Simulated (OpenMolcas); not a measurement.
**Ta3+ in Cs2ZrCl6**

Ta3+ with its 6 nearest chloride ions at 2.468 Å, on the Zr site of Cs2ZrCl6 (a = 10.407 Å, distance in the model lattice 2.446 Å). The rest of the host is ab initio model potentials to 7.6 Å and point charges beyond; the distance is set by hand and nothing relaxes, and no local charge compensation is placed. Ligand basis ANO-RCC-VDZP.

```yaml
Program: OpenMolcas 26.06
Method: CASSCF
Basis: ANO-RCC-VTZP [8s7p5d3f2g1h]
Scalar_Hamiltonian: DKH2, point nucleus
Active_space: 2 electrons in 5 orbitals (5d)
State_averaging: 2S+1 = 3 even, 10 roots; 2S+1 = 1 even, 15 roots
Spin-orbit_coupling: state interaction with AMFI integrals over the reference wave functions
```

The lowest spin-free states (labels of O, the rotations of Oh), above the lowest:

```json
{"State": "3T1", "Degeneracy": "3", "E (cm-1)": "0.0"}
{"State": "1T2", "Degeneracy": "3", "E (cm-1)": "8181"}
{"State": "1E", "Degeneracy": "2", "E (cm-1)": "8274"}
{"State": "1A1", "Degeneracy": "1", "E (cm-1)": "18768"}
{"State": "3T2", "Degeneracy": "3", "E (cm-1)": "23729"}
{"State": "3T1", "Degeneracy": "3", "E (cm-1)": "30865"}
{"State": "1T2", "Degeneracy": "3", "E (cm-1)": "32311"}
{"State": "1T1", "Degeneracy": "3", "E (cm-1)": "34563"}
{"State": "3A2", "Degeneracy": "1", "E (cm-1)": "48612"}
{"State": "1E", "Degeneracy": "2", "E (cm-1)": "57673"}
{"State": "1A1", "Degeneracy": "1", "E (cm-1)": "67617"}
```

The lowest levels with spin-orbit coupling:

| E (cm-1) | Degeneracy | 2S+1 |
| --- | --- | --- |
| 0.0 | 2 | 3 |
| 178.0 | 3 | 3 |
| 2815 | 3 | 3 |
| 3706 | 1 | 3 |
| 9823 | 3 | 1 |
| 10142 | 2 | 1 |
| 20525 | 1 | 1 |
| 24637 | 1 | 3 |
| 25202 | 3 | 3 |
| 26003 | 3 | 3 |
| 26111 | 2 | 3 |
| 31598 | 1 | 3 |
| 32059 | 3 | 3 |
| 32459 | 3 | 3 (59 %) |
| 33740 | 2 | 3 |
| 35291 | 3 | 1 (58 %) |
| 36731 | 3 | 1 |
| 51013 | 3 | 3 |
| 59907 | 2 | 1 |
| 69873 | 1 | 1 |

Powder χT (cm3 K/mol): 0.00192 at 2 K, 0.00961 at 10 K, 0.0483 at 50 K, 0.0925 at 100 K, 0.149 at 200 K, 0.186 at 300 K. The effective moment at 300 K is 2.828 √(χT) = 1.22 μB.

The lowest level has 2S+1 = 3, for which the spin-only value is χT = S(S+1) / 2 = 1.000 cm3 K/mol (g = 2). The computed 0.186 at 300 K differs by -0.814, through orbital momentum, spin-orbit coupling and any other state in reach. With a threefold ground state the orbital momentum is unquenched, so the spin-only value is not expected to hold.

Metal share of the active 5d orbitals (Löwdin): 75, 75, 88, 88, 88 %; Mulliken charge of the metal 1.12.

A least-squares ligand-field fit to the states below 45000 cm-1, each weighted by its degeneracy and with a free common offset, gives 10Dq = 24638 cm-1, B = 576 cm-1 and C = 2123 cm-1 (C/B = 3.69), with an rms deviation of 159 cm-1.

The same method and metal basis give the free ion B = 731 cm-1 (fit to its terms below 60000 cm-1, rms deviation 32 cm-1), so the nephelauxetic ratio is β = 576 / 731 = 0.79; it hangs on how both fits weigh the states, and computed free-ion B values tend to be too large, so β mixes covalency with correlation.

An orbital triplet at a regular site is open to Jahn-Teller coupling, which can distort the site and quench the lowest spin-orbit gaps and is left out. Without dynamic correlation the repulsion within the d shell is too large (B by tens of per cent), so at a given field states of lower spin stand too high. The least metal-like active orbital is 75 % on the metal (Löwdin) and no ligand orbital is active, so the numbers are rough. With metal d orbitals alone the field can be off either way by tens of per cent. Ligand-to-metal charge-transfer states are missing. With no ligand orbital active B as a rule stays too high, so bands that hang on it stand too high and its fall with covalency is understated. No measured value stands beside these numbers; the geometry was set by hand and not optimised.

The RASSCF and RASSI steps took 66 s on 1 thread of Arm Neoverse V2 (shared host); the integral step is not counted.
